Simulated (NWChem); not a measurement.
System: YF3; SMILES [F][Y]([F])[F]

The following NWChem deck was run.

```
start job
memory heap 200 mb stack 900 mb global 1100 mb
geometry units angstroms noautoz
  Y     -0.033802     0.068260     0.166584
  F     -1.754596    -0.936258     0.372731
  F     -0.071070     1.974693    -0.447172
  F      1.647670    -0.680737     0.956655
end
basis spherical
  * library def2-svp
end
ecp
  Y library def2-ecp
end
dft
  xc b3lyp
  iterations 150
  mulliken
end
task dft energy
```

The geometry was optimised at PBE-D3(BJ)/def2-SVP. No frequency run checked for a minimum. def2 effective core potentials on Y; no spin-orbit coupling.

### Question
What results follow from this input? (B3LYP/def2-SVP with def2 effective core potentials on Y.) Quantities: energy (Ha); highest occupied level (eV); orbital gap (eV); dipole (D).

### Answer
```json
{
  "energy (Ha)": "-337.89",
  "highest occupied level (eV)": "-9.99",
  "orbital gap (eV)": "7.27",
  "dipole (D)": "1.22"
}
```
